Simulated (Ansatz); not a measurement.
Basis-set extrapolation for C4H9B (`BC1(C)CC1`) (PBE0-D4/def2-TZVP geometry, frozen core, Ansatz). Multiplicity 1, RHF reference.

|  | def2-TZVPP | def2-QZVPP |
| --- | --- | --- |
| HF | -181.413833 | -181.422350 |
| MP2 correlation | -0.787670 | -0.836016 |
| CCSD(T) correlation | -0.871427 | not run |

Energies in hartree. Use E(X) = E(∞) + A·exp(−7.88·√X) for Hartree–Fock and E(X) = E(∞) + B·X^(−2.97) for correlation, with X = 3 and 4, and add CCSD(T) minus MP2 of the smaller set to the MP2 limit.

Q: What is the CCSD(T) energy at the basis-set limit?

A: HF limit: -181.422350 + (-0.008517) × 0.13774 = -181.42352. MP2 limit: -0.836016 + (-0.048346) × 0.74074 = -0.87183. Higher-order term: -0.871427 − (-0.787670) = -0.08376. Total: -182.37911 hartree, 246.4 kJ/mol below CCSD(T)/def2-TZVPP.
